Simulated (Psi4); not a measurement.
triplet methylene (CH2), triplet (typed; the unrestricted solution is spin-contaminated), at a GFN2-xTB geometry, with bond 3-1 at 2.0 times its length; R2SCAN/6-31G* (Psi4 1.11).

Here is a job for Psi4.
```
memory 2 GB

molecule mol {
0 3
  C     0.003869    0.000665    0.101501
  H     0.000461    0.979088   -0.311393
  H    -0.051221   -1.966824   -0.696723
}

set basis 6-31g*
set reference uks
set scf_type dfdirj+cosx

energy('r2scan')
print_variables()
```

Q: Write the output that Psi4 gives for this input, abridged.

A: 
```
   => Loading Basis Set <=

    Name: 6-31G*
    Role: ORBITAL
    Keyword: BASIS

         ---------------------------------------------------------
                                   SCF
               by Justin Turney, Rob Parrish, Andy Simmonett
                          and Daniel G. A. Smith
                              UKS Reference
         ---------------------------------------------------------

  ==> Geometry <==

    Molecular point group: cs
    Full point group: Cs

    Geometry (in Angstrom), charge = 0, multiplicity = 3:

       Center              X                  Y                   Z               Mass
    ------------   -----------------  -----------------  -----------------  -----------------
         C           -0.087184959605     0.071126496552     0.000000000000    12.000000000000
         H            0.325540212597     1.049626659485     0.000000000000     1.007825032230
         H            0.712556165052    -1.896517668669     0.000000000000     1.007825032230

  Running in cs symmetry.

  Rotational constants: A =     38.64514  B =      3.32532  C =      3.06185 [cm^-1]
  Rotational constants: A = 1158552.07547  B =  99690.45123  C =  91791.98504 [MHz]
  Nuclear repulsion =    4.662719275236380

  Charge       = 0
  Multiplicity = 3
  Electrons    = 8
  Nalpha       = 5
  Nbeta        = 3

  ==> Algorithm <==

  SCF Algorithm Type is DFDIRJ+COSX.
  DIIS enabled.
  MOM disabled.
  Fractional occupation disabled.
  Guess Type is SAD.
  Energy threshold   = 1.00e-06
  Density threshold  = 1.00e-06
  Integral threshold = 1.00e-12

  ==> Primary Basis <==

  Basis Set: 6-31G*
    Blend: 6-31G*
    Number of shells: 10
    Number of basis functions: 19
    Number of Cartesian functions: 19
    Spherical Harmonics?: false
    Max angular momentum: 2

  ==> DFT Potential <==

   => LibXC <=

    Version 7.1.2
    S. Lehtola, C. Steigemann, M. J. T. Oliveira, and M. A. L. Marques,  SoftwareX 7, 1–5 (2018) (10.1016/j.softx.2017.11.002)

   => Composite Functional: R2SCAN <=

    r2SCAN Meta-GGA XC Functional  (0.1021/acs.jpclett.0c02405)
    J. W. Furness, A. D. Kaplan, J. Ning, J. P. Perdew, J. Sun  J. Phys. Chem. Lett.  11, 8208–8215, 2020

    Deriv               =              1
    GGA                 =           TRUE
    Meta                =           TRUE

    Exchange Hybrid     =          FALSE
    MP2 Hybrid          =          FALSE

   => Exchange Functionals <=

    1.0000   XC_MGGA_X_R2SCAN

   => Correlation Functionals <=

    1.0000   XC_MGGA_C_R2SCAN

   => LibXC Density Thresholds  <==

    XC_MGGA_C_R2SCAN:  1.00E-15
    XC_MGGA_X_R2SCAN:  1.00E-11

   => Molecular Quadrature <=

    Radial Scheme          =       TREUTLER
    Pruning Scheme         =           NONE
    Nuclear Scheme         =       TREUTLER

    Blocking Scheme        =         OCTREE
    BS radius alpha        =              1
    Pruning alpha          =              1
    Radial Points          =             75
    Spherical Points       =            302
    Total Points           =          65767
    Total Blocks           =            559
    Max Points             =            255
    Max Functions          =             19
    Weights Tolerance      =       1.00E-15

   => Loading Basis Set <=

    Name: (6-31G* AUX)
    Role: JKFIT
    Keyword: DF_BASIS_SCF

  ==> Integral Setup <==

  INFO: A K algorithm (COSX) was specified in SCF_TYPE, but the current method does not use a K matrix!
  Thus, the specified K algorithm will be unused.

  ==> CompositeJK: Mix-and-Match J+K Algorithm Combos <==

    J tasked:                  Yes
    J algorithm:           DF-DirJ
    K tasked:                   No
    wK tasked:                  No
    Integrals threads:           1
    Incremental Fock:           No
    Screening Type:           CSAM

  ==> DF-DirJ: Integral-Direct Density-Fitted J <==

    J Screening Cutoff:      1E-12

  Minimum eigenvalue in the overlap matrix is 3.9097993067E-02.
[...]

   @UKS iter SAD:   -38.52120880389769   -3.85212e+01   0.00000e+00
   @UKS iter   1:   -38.81980145335985   -2.98593e-01   2.43927e-02 DIIS/ADIIS
   @UKS iter   2:   -38.52621592218229    2.93586e-01   3.78914e-02 DIIS/ADIIS
   @UKS iter   3:   -38.96626987766795   -4.40054e-01   3.68907e-03 DIIS/ADIIS
   @UKS iter   4:   -38.96543088208789    8.38996e-04   3.99902e-03 DIIS/ADIIS
   @UKS iter   5:   -38.97024683793517   -4.81596e-03   9.96596e-04 DIIS/ADIIS
   @UKS iter   6:   -38.97150296355213   -1.25613e-03   6.24407e-04 DIIS/ADIIS
   @UKS iter   7:   -38.97222836419554   -7.25401e-04   5.96023e-04 DIIS/ADIIS
   @UKS iter   8:   -38.97345795743084   -1.22959e-03   3.95865e-04 DIIS/ADIIS
   @UKS iter   9:   -38.97356117586256   -1.03218e-04   3.64114e-04 DIIS/ADIIS
   @UKS iter  10:   -38.97373751051270   -1.76335e-04   9.67341e-05 DIIS
   @UKS iter  11:   -38.97375623398550   -1.87235e-05   8.74544e-06 DIIS
   @UKS iter  12:   -38.97375637303808   -1.39053e-07   2.57908e-06 DIIS
   @UKS iter  13:   -38.97375637386904   -8.30966e-10   8.27865e-07 DIIS
  Energy and wave function converged with early screening.
  Continuing SCF iterations with tighter screening.

   @UKS iter  14:   -38.97375637478445   -9.15406e-10   3.94252e-07 DIIS
  Energy and wave function converged.

  ==> Post-Iterations <==

   Electrons on quadrature grid:
      Nalpha   =    4.9999998783 ; deviation = -1.217e-07
      Nbeta    =    3.0000000100 ; deviation = 9.969e-09
      Ntotal   =    7.9999998883 ; deviation = -1.117e-07

   @Spin Contamination Metric:   1.574997142E-01
   @S^2 Expected:                2.000000000E+00
   @S^2 Observed:                2.157499714E+00
   @S   Expected:                1.000000000E+00
   @S   Observed:                1.000000000E+00

    Orbital Energies [Eh]
    ---------------------

    Alpha Occupied:

[...]
    Alpha Virtual:

[...]
    Beta Occupied:

[...]
    Beta Virtual:

[...]
      15Ap     4.046038

    Final Occupation by Irrep:
             Ap   App
    DOCC [     3,    0 ]
    SOCC [     1,    1 ]
    NA   [     4,    1 ]
    NB   [     3,    0 ]

  @UKS Final Energy:   -38.97375637478445

   => Energetics <=

    Nuclear Repulsion Energy =              4.6627192752363795
    One-Electron Energy =                 -60.8656741159561037
    Two-Electron Energy =                  23.1494637724765084
    DFT Exchange-Correlation Energy =      -5.9202653065412312
    Empirical Dispersion Energy =           0.0000000000000000
    VV10 Nonlocal Energy =                  0.0000000000000000
    Total Energy =                        -38.9737563747844504

  UHF NO Occupations:
  HONO-2 :    3 Ap 1.9194960
  HONO-1 :    4 Ap 1.0000000
  HONO-0 :    1App 1.0000000
  LUNO+0 :    5 Ap 0.0805040
  LUNO+1 :    6 Ap 0.0014853
  LUNO+2 :    7 Ap 0.0000021
  LUNO+3 :    8 Ap 0.0000000

Computation Completed

Properties will be evaluated at   0.000000,   0.000000,   0.000000 [a0]

Properties computed using the SCF density matrix

 Multipole Moments:

 ------------------------------------------------------------------------------------
     Multipole            Electronic (a.u.)      Nuclear  (a.u.)        Total (a.u.)
 ------------------------------------------------------------------------------------

 L = 1.  Multiply by 2.5417464519 to convert [e a0] to [Debye]
 Dipole X            :         -0.7915678            0.9731837            0.1816158
 Dipole Y            :          1.1698655           -0.7939345            0.3759310
 Dipole Z            :          0.0000000            0.0000000            0.0000000
 Magnitude           :                                                    0.4175026

 ------------------------------------------------------------------------------------

  Variable Map:
  ----------------------------------------------------------------------------
[...]
  Array Variable Map:
  ----------------------------------------------------------------------------
[...]
[...]
```
